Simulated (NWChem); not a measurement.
The numbers come from NWChem runs, not from measurements. System: dimethyl diselenide (C$_{2}$H$_{6}$Se$_{2}$), charge 0, spin multiplicity 1, at a geometry optimised with PBE0/def2-SVP. Level: G0W0@LDA (SVWN5)/def2-TZVP, RI basis def2-tzvp-rifit.

The NWChem input:

```
start mol
memory heap 200 mb stack 700 mb global 1700 mb
geometry units angstroms nocenter noautoz
  C     -1.990210     0.358337     1.076564
  Se    -0.996030    -0.593050    -0.306950
  Se     0.996030     0.593050    -0.306950
  C      1.990210    -0.358337     1.076564
  H     -2.994060    -0.091932     1.097983
  H     -2.070588     1.422278     0.821326
  H     -1.514842     0.232520     2.057593
  H      2.994060     0.091932     1.097983
  H      2.070588    -1.422278     0.821326
  H      1.514842    -0.232520     2.057593
  symmetry group C2
end
basis spherical
  * library def2-tzvp
end
basis "ri basis" bse spherical
  * library def2-tzvp-rifit
end
dft
  xc slater vwn_5
  iterations 100
  direct
  tolerances tight
end
task dft energy
gw
  method cdgw
  states alpha occ 4 vir 2
end
task dft gw
```

Output (cleaned and shortened):

```
             Northwest Computational Chemistry Package (NWChem) 7.3.0
             --------------------------------------------------------

                                NWChem Input Module
                                -------------------

 Scaling coordinates for geometry "geometry" by  1.889725989
 (inverse scale =  0.529177249)

 Turning off AUTOSYM since
 SYMMETRY directive was detected!

                             Geometry "geometry" -> ""
                             -------------------------

 Output coordinates in angstroms (scale by  1.889725989 to convert to a.u.)

  No.       Tag          Charge          X              Y              Z
 ---- ---------------- ---------- -------------- -------------- --------------
    1 C                    6.0000    -1.99021000     0.35833700     1.07656400
    2 Se                  34.0000    -0.99603000    -0.59305000    -0.30695000
    3 Se                  34.0000     0.99603000     0.59305000    -0.30695000
    4 C                    6.0000     1.99021000    -0.35833700     1.07656400
    5 H                    1.0000    -2.99406000    -0.09193200     1.09798300
    6 H                    1.0000    -2.07058800     1.42227800     0.82132600
    7 H                    1.0000    -1.51484200     0.23252000     2.05759300
    8 H                    1.0000     2.99406000     0.09193200     1.09798300
    9 H                    1.0000     2.07058800    -1.42227800     0.82132600
   10 H                    1.0000     1.51484200    -0.23252000     2.05759300

 Effective nuclear repulsion energy (a.u.)     541.3091135060

            Nuclear Dipole moment (a.u.)
            ----------------------------
        X                 Y               Z
 ---------------- ---------------- ----------------
    -0.0000000000     0.0000000000    -0.0000529123

      Symmetry information
      --------------------

 Group name             C2
 Group number              4
 Group order               2
 No. of unique centers     5

      Symmetry unique atoms

     1    2    5    6    7


 Summary of "ao basis" -> "" (spherical)
 ------------------------------------------------------------------------------
       Tag                 Description            Shells   Functions and Types
 ---------------- ------------------------------  ------  ---------------------
 *                         def2-tzvp                  on all atoms

 new library libraries.bse/

 Summary of "ri basis" -> "" (spherical)
 ------------------------------------------------------------------------------
       Tag                 Description            Shells   Functions and Types
 ---------------- ------------------------------  ------  ---------------------
 *                      def2-tzvp-rifit               on all atoms

                                 NWChem DFT Module
                                 -----------------

 Summary of "ao basis" -> "ao basis" (spherical)
 ------------------------------------------------------------------------------
       Tag                 Description            Shells   Functions and Types
 ---------------- ------------------------------  ------  ---------------------
 C                         def2-tzvp                11       31   5s3p2d1f
 Se                        def2-tzvp                16       48   6s5p4d1f
 H                         def2-tzvp                 4        6   3s1p

 Summary of "ao basis" -> "ao basis" (spherical)
 ------------------------------------------------------------------------------
       Tag                 Description            Shells   Functions and Types
 ---------------- ------------------------------  ------  ---------------------
 C                         def2-tzvp                11       31   5s3p2d1f
 Se                        def2-tzvp                16       48   6s5p4d1f
 H                         def2-tzvp                 4        6   3s1p

      Symmetry analysis of basis
      --------------------------

        a          97
        b          97

            General Information
            -------------------
          SCF calculation type: DFT
          Wavefunction type:  closed shell.
          No. of atoms     :    10
          No. of electrons :    86
           Alpha electrons :    43
            Beta electrons :    43
          Charge           :     0
          Spin multiplicity:     1
          Use of symmetry is: on ; symmetry adaption is: on
          Maximum number of iterations: 100
          This is a Direct SCF calculation.
          AO basis - number of functions:   194
                     number of shells:    78
          Convergence on energy requested:  1.00D-06
          Convergence on density requested:  1.00D-05
          Convergence on gradient requested:  5.00D-04

              XC Information
              --------------
                        Slater Exchange Functional  1.000 local
                      VWN V Correlation Functional  1.000 local

             Grid Information
             ----------------
          Grid used for XC integration:  medium
          Radial quadrature: Mura-Knowles
          Angular quadrature: Lebedev.
          Tag              B.-S. Rad. Rad. Pts. Rad. Cut. Ang. Pts.
          ---              ---------- --------- --------- ---------
          C                   0.70       49          13.0       434
          Se                  1.15      112          12.0       590
          H                   0.35       45          14.0       434
          Grid pruning is: on
          Number of quadrature shells:   296
          Spatial weights used:  Erf1
[...]
      -------------------------------------------------

  Numbering of irreducible representations:

     1 a           2 b

  Orbital symmetries:

     1 a           2 b           3 b           4 a           5 b
     6 a           7 b           8 a           9 a          10 b
    11 a          12 b          13 a          14 b          15 a
    16 b          17 a          18 b          19 b          20 a
    21 a          22 b          23 a          24 b          25 a
    26 a          27 b          28 b          29 a          30 b
    31 a          32 b          33 a          34 b          35 a
    36 b          37 a          38 b          39 a          40 b
    41 a          42 b          43 a          44 b          45 a
    46 b          47 a          48 b          49 a          50 a
    51 b          52 b          53 a

   convergence    iter        energy       DeltaE   RMS-Dens  Diis-err    time
 ---------------- ----- ----------------- --------- --------- ---------  ------
 d= 0,ls=0.0,diis     1  -4875.3313414140 -5.42D+03  3.73D-03  2.83D+00     8.2
 d= 0,ls=0.0,diis     2  -4875.3738706678 -4.25D-02  2.79D-03  3.28D-01    13.8
 d= 0,ls=0.0,diis     3  -4875.3691478511  4.72D-03  1.63D-03  2.52D-01    19.3
 d= 0,ls=0.0,diis     4  -4875.3959424794 -2.68D-02  5.21D-04  2.68D-02    24.8
 d= 0,ls=0.0,diis     5  -4875.3992947636 -3.35D-03  1.41D-04  1.33D-03    30.3
 d= 0,ls=0.0,diis     6  -4875.3994906688 -1.96D-04  2.36D-05  4.37D-05    35.8
 d= 0,ls=0.0,diis     7  -4875.3994941697 -3.50D-06  5.74D-06  1.16D-06    41.3
 d= 0,ls=0.0,diis     8  -4875.3994942911 -1.21D-07  1.12D-06  6.06D-08    46.8

         Total DFT energy =    -4875.399494291129
      One electron energy =    -7872.633280740220
           Coulomb energy =     2635.582106963715
    Exchange-Corr. energy =     -179.657434020644
 Nuclear repulsion energy =      541.309113506022

 Numeric. integr. density =       85.999993545315

     Total iterative time =     44.3s

                  Occupations of the irreducible representations
                  ----------------------------------------------

                     irrep           alpha         beta
                     --------     --------     --------
                     a                22.0         22.0
                     b                21.0         21.0

                       DFT Final Molecular Orbital Analysis
                       ------------------------------------

 Vector   41  Occ=2.000000D+00  E=-2.789565D-01  Symmetry=a
              MO Center= -7.0D-16,  7.2D-15, -1.6D-01, r^2= 4.2D+00
   Bfn.  Coefficient  Atom+Function         Bfn.  Coefficient  Atom+Function
  ----- ------------  ---------------      ----- ------------  ---------------
    47      0.197635   2 Se px               95     -0.197635   3 Se px
    48      0.193299   2 Se py               96     -0.193299   3 Se py
    49      0.145757   2 Se pz               97      0.145757   3 Se pz
    41     -0.141975   2 Se px               89      0.141975   3 Se px
    37     -0.140459   2 Se s                85     -0.140459   3 Se s

 Vector   42  Occ=2.000000D+00  E=-2.047981D-01  Symmetry=b
              MO Center=  1.9D-13,  1.0D-13, -2.0D-01, r^2= 3.7D+00
   Bfn.  Coefficient  Atom+Function         Bfn.  Coefficient  Atom+Function
  ----- ------------  ---------------      ----- ------------  ---------------
    49      0.250713   2 Se pz               97     -0.250713   3 Se pz
    52      0.193718   2 Se pz              100     -0.193718   3 Se pz
    43     -0.179116   2 Se pz               91      0.179116   3 Se pz
    48     -0.172493   2 Se py               96     -0.172493   3 Se py
    46      0.168451   2 Se pz               94     -0.168451   3 Se pz

 Vector   43  Occ=2.000000D+00  E=-2.023246D-01  Symmetry=a
              MO Center= -1.8D-13, -1.1D-13, -9.9D-02, r^2= 3.7D+00
   Bfn.  Coefficient  Atom+Function         Bfn.  Coefficient  Atom+Function
  ----- ------------  ---------------      ----- ------------  ---------------
    48      0.245983   2 Se py               96     -0.245983   3 Se py
    51      0.209177   2 Se py               99     -0.209177   3 Se py
    49     -0.193896   2 Se pz               97     -0.193896   3 Se pz
    42     -0.174813   2 Se py               90      0.174813   3 Se py
    45      0.164158   2 Se py               93     -0.164158   3 Se py

 Vector   44  Occ=0.000000D+00  E=-7.765708D-02  Symmetry=b
              MO Center= -1.2D-14, -2.5D-14, -2.4D-01, r^2= 4.6D+00
   Bfn.  Coefficient  Atom+Function         Bfn.  Coefficient  Atom+Function
  ----- ------------  ---------------      ----- ------------  ---------------
    50      0.519030   2 Se px               98      0.519030   3 Se px
    37      0.320526   2 Se s                85     -0.320526   3 Se s
    47      0.292367   2 Se px               95      0.292367   3 Se px
     5      0.282218   1 C  s               132     -0.282218   4 C  s
    51      0.277528   2 Se py               99      0.277528   3 Se py

 Vector   45  Occ=0.000000D+00  E=-1.939369D-02  Symmetry=a
              MO Center=  5.8D-12,  1.4D-12,  2.1D-01, r^2= 6.4D+00
   Bfn.  Coefficient  Atom+Function         Bfn.  Coefficient  Atom+Function
  ----- ------------  ---------------      ----- ------------  ---------------
     5      0.939019   1 C  s               132      0.939019   4 C  s
    37     -0.577859   2 Se s                85     -0.577859   3 Se s
   173     -0.444053   7 H  s               191     -0.444053  10 H  s
    50      0.388026   2 Se px               98     -0.388026   3 Se px
    52     -0.332219   2 Se pz              100     -0.332219   3 Se pz

 Vector   46  Occ=0.000000D+00  E=-1.897940D-02  Symmetry=b
              MO Center= -5.9D-12, -1.2D-12,  2.1D-01, r^2= 6.3D+00
   Bfn.  Coefficient  Atom+Function         Bfn.  Coefficient  Atom+Function
  ----- ------------  ---------------      ----- ------------  ---------------
     5      1.235043   1 C  s               132     -1.235043   4 C  s
   167     -0.526133   6 H  s               185      0.526133   9 H  s
    52     -0.514828   2 Se pz              100      0.514828   3 Se pz
    37     -0.438546   2 Se s                85      0.438546   3 Se s
    50      0.407619   2 Se px               98      0.407619   3 Se px

 center of mass
 --------------
 x =   0.00000000 y =   0.00000000 z =  -0.14678961

 moments of inertia (a.u.)
 ------------------
         416.650851586647        -250.068219468315           0.000000000000
        -250.068219468315        1202.952745829288           0.000000000000
           0.000000000000           0.000000000000        1234.810375555816

     Multipole analysis of the density
     ---------------------------------

     L   x y z        total         alpha         beta         nuclear
     -   - - -        -----         -----         ----         -------
     0   0 0 0      0.000000    -43.000000    -43.000000     86.000000

     1   1 0 0     -0.000000     -0.000000     -0.000000     -0.000000
     1   0 1 0      0.000000      0.000000      0.000000      0.000000
     1   0 0 1      0.739628      0.369840      0.369840     -0.000053

     2   2 0 0    -33.722991   -277.701557   -277.701557    521.680124
     2   1 1 0     -0.520539    -45.908192    -45.908192     91.295844
     2   1 0 1      0.000000      0.000000      0.000000     -0.000000
     2   0 2 0    -38.734868    -72.268847    -72.268847    105.802825
     2   0 1 1     -0.000000     -0.000000     -0.000000     -0.000000
     2   0 0 2    -37.807702    -77.009334    -77.009334    116.210965

 Task  times  cpu:       46.8s     wall:       46.8s

                                NWChem Input Module
                                -------------------

                                 NWChem GW Module
                                 ----------------

                             ***********************
                             ***        GW       ***
                             ***********************

 Summary of "ri basis" -> "ri basis" (spherical)
 ------------------------------------------------------------------------------
       Tag                 Description            Shells   Functions and Types
 ---------------- ------------------------------  ------  ---------------------
 C                      def2-tzvp-rifit             22       76   8s6p4d3f1g
 Se                     def2-tzvp-rifit             37      159   10s9p8d5f4g1h
 H                      def2-tzvp-rifit              7       15   4s2p1d

                 Memory Information
                 ------------------
          Available GA per process is          1699.7 MBs
          Available stack per process is        700.0 MBs
          Available heap per process is           0.0 MBs

          Peak memory in Initialization
              Peak GA per process is                 39.8 MBs
              Peak stack per process is               0.4 MBs
              Peak heap per process is               41.2 MBs
              Memory not in MA per process            0.0 MBs

          Peak memory in CDGW Calculation
              Peak GA per process is                 44.9 MBs
              Peak stack per process is               4.8 MBs
              Peak heap per process is                5.0 MBs
              Memory not in MA per process            0.0 MBs

          Computing 2-center integrals
          Computing Inverse Cholesky factor
          Computing 3-center integrals
          Computing Vxc

          Computing Sigma_x
          Computing W(iw) on the imaginary grid
          Solving quasiparticle equations

                  Alpha Orbitals
          State     Energy (eV)     Error (eV)
          -----------------------------------
@GW        40        -11.016           0.004
@GW        41         -9.978           0.003
@GW        42         -7.968           0.002
@GW        43         -7.889           0.002
@GW        44          0.890           0.002
@GW        45          2.200           0.002

     GW Timing Statistics
   ------------------------
   Init.   :          0.2s
     ERIs  :          5.2s
     Distr.:          0.1s
     Vxc   :          0.3s
   Vmo     :          0.0s
   iW      :         11.3s
   I_n     :          0.0s
   R_n     :          2.3s
   GW total:         19.4s

 Task  times  cpu:       19.4s     wall:       19.4s

 Total times  cpu:       66.3s     wall:       66.3s
```
